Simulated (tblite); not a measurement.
Species: C5H12N2.
Atom-mapped SMILES: `[CH3:1][CH2:2][NH:3][CH2:4]/[CH:5]=[N:6]/[CH3:7]` (hydrogens: H8, H9, H10 on C1; H11, H12 on C2; H13 on N3; H14, H15 on C4; H16 on C5; H17, H18, H19 on C7)

Computed with GFN2-xTB (tblite), gas phase: Langevin dynamics at 200 K from the optimised GFN2-xTB geometry, time step 0.5 fs, friction 0.01 fs⁻¹, 2000 steps.

Start geometry:
```
atom  x, y, z in Å
C1     -3.258   -0.560    0.409
C2     -2.176    0.178   -0.365
N3     -0.878   -0.063    0.237
C4      0.216    0.583   -0.466
C5      1.499    0.340    0.258
N6      2.560    0.071   -0.354
C7      3.777   -0.138    0.365
H8     -3.224   -0.272    1.456
H9     -4.239   -0.320    0.007
H10    -3.109   -1.636    0.341
H11    -2.208   -0.120   -1.429
H12    -2.360    1.257   -0.320
H13    -0.707   -1.065    0.279
H14     0.321    0.266   -1.517
H15     0.017    1.662   -0.460
H16     1.431    0.412    1.353
H17     4.159   -1.126    0.109
H18     4.506    0.599    0.024
H19     3.662   -0.060    1.455
```

The statistics below take the 31 frames saved every 25 fs from 250 to 1000 fs; their kinetic temperature (all 3N coordinates) averages 213 K.

**Question.** How do the bond lengths spread?

**Answer.** 
```json
{"bond": "C1–C2", "start (Å)": "1.522", "mean (Å)": "1.530", "standard deviation (Å)": "0.030", "shortest (Å)": "1.474", "longest (Å)": "1.604"}
{"bond": "C2–N3", "start (Å)": "1.451", "mean (Å)": "1.451", "standard deviation (Å)": "0.030", "shortest (Å)": "1.397", "longest (Å)": "1.511"}
{"bond": "N3–C4", "start (Å)": "1.452", "mean (Å)": "1.452", "standard deviation (Å)": "0.023", "shortest (Å)": "1.402", "longest (Å)": "1.497"}
{"bond": "C4–C5", "start (Å)": "1.493", "mean (Å)": "1.501", "standard deviation (Å)": "0.033", "shortest (Å)": "1.427", "longest (Å)": "1.597"}
{"bond": "C5=N6", "start (Å)": "1.254", "mean (Å)": "1.257", "standard deviation (Å)": "0.024", "shortest (Å)": "1.216", "longest (Å)": "1.296"}
{"bond": "N6–C7", "start (Å)": "1.429", "mean (Å)": "1.433", "standard deviation (Å)": "0.025", "shortest (Å)": "1.388", "longest (Å)": "1.483"}
{"bond": "C1–H8", "start (Å)": "1.087", "mean (Å)": "1.094", "standard deviation (Å)": "0.031", "shortest (Å)": "1.037", "longest (Å)": "1.156"}
{"bond": "C1–H9", "start (Å)": "1.087", "mean (Å)": "1.090", "standard deviation (Å)": "0.020", "shortest (Å)": "1.056", "longest (Å)": "1.128"}
{"bond": "C1–H10", "start (Å)": "1.088", "mean (Å)": "1.094", "standard deviation (Å)": "0.025", "shortest (Å)": "1.050", "longest (Å)": "1.127"}
{"bond": "C2–H11", "start (Å)": "1.105", "mean (Å)": "1.108", "standard deviation (Å)": "0.027", "shortest (Å)": "1.068", "longest (Å)": "1.175"}
{"bond": "C2–H12", "start (Å)": "1.095", "mean (Å)": "1.092", "standard deviation (Å)": "0.024", "shortest (Å)": "1.046", "longest (Å)": "1.134"}
{"bond": "N3–H13", "start (Å)": "1.017", "mean (Å)": "1.019", "standard deviation (Å)": "0.025", "shortest (Å)": "0.973", "longest (Å)": "1.068"}
{"bond": "C4–H14", "start (Å)": "1.103", "mean (Å)": "1.105", "standard deviation (Å)": "0.024", "shortest (Å)": "1.065", "longest (Å)": "1.154"}
{"bond": "C4–H15", "start (Å)": "1.098", "mean (Å)": "1.098", "standard deviation (Å)": "0.021", "shortest (Å)": "1.047", "longest (Å)": "1.143"}
{"bond": "C5–H16", "start (Å)": "1.100", "mean (Å)": "1.111", "standard deviation (Å)": "0.036", "shortest (Å)": "1.035", "longest (Å)": "1.183"}
{"bond": "C7–H17", "start (Å)": "1.090", "mean (Å)": "1.095", "standard deviation (Å)": "0.020", "shortest (Å)": "1.058", "longest (Å)": "1.141"}
{"bond": "C7–H18", "start (Å)": "1.091", "mean (Å)": "1.095", "standard deviation (Å)": "0.021", "shortest (Å)": "1.067", "longest (Å)": "1.155"}
{"bond": "C7–H19", "start (Å)": "1.099", "mean (Å)": "1.104", "standard deviation (Å)": "0.022", "shortest (Å)": "1.053", "longest (Å)": "1.142"}
```

**Question.** Give the same statistics for bond angles, one of each kind among heavy atoms.

**Answer.** 
```json
{"angle": "C1–C2–N3", "start (°)": "110.1", "mean (°)": "109.7", "standard deviation (°)": "3.5", "smallest (°)": "103.9", "largest (°)": "118.8"}
{"angle": "C2–N3–C4", "start (°)": "113.5", "mean (°)": "113.4", "standard deviation (°)": "3.0", "smallest (°)": "108.3", "largest (°)": "119.1"}
{"angle": "N3–C4–C5", "start (°)": "109.9", "mean (°)": "110.4", "standard deviation (°)": "3.4", "smallest (°)": "100.1", "largest (°)": "116.9"}
{"angle": "C4–C5–N6", "start (°)": "121.7", "mean (°)": "120.9", "standard deviation (°)": "2.6", "smallest (°)": "116.8", "largest (°)": "129.5"}
{"angle": "C5–N6–C7", "start (°)": "120.4", "mean (°)": "120.8", "standard deviation (°)": "3.1", "smallest (°)": "114.6", "largest (°)": "128.3"}
```

**Question.** How far does each atom move about its mean position (frames aligned on the start, all atoms weighted alike), and what rms force does it feel?

**Answer.** 
```
atom  rms displacement (Å)  rms force (eV/Å)
  C1                  0.12              1.76
  C2                  0.13              1.68
  N3                  0.16              1.61
  C4                  0.14              1.54
  C5                  0.11              2.29
  N6                  0.13              1.93
  C7                  0.11              1.41
  H8                  0.36              1.04
  H9                  0.32              0.78
 H10                  0.32              0.93
 H11                  0.27              0.84
 H12                  0.25              0.88
 H13                  0.24              1.01
 H14                  0.24              0.76
 H15                  0.23              0.75
 H16                  0.27              0.97
 H17                  0.33              0.72
 H18                  0.33              0.69
 H19                  0.30              0.76
```

The displacements run from 0.11 to 0.36 Å, the largest at H8.

**Question.** How widely does the potential energy scatter, against a harmonic estimate?

**Answer.** Mean 0.48 eV above the start, standard deviation 0.072 eV, range 0.37 to 0.69 eV. For 51 classical harmonic modes at 200 K the canonical values are 51kT/2 = 0.44 eV and kT·√(51/2) = 0.087 eV.

The run is classical and short, so these are rough statistics of one trajectory.

What follows is the cost of the whole dynamics run. On Arm Neoverse N1, one thread, on a shared host, this took 17 s wall and 0.18 GiB of memory at its peak.
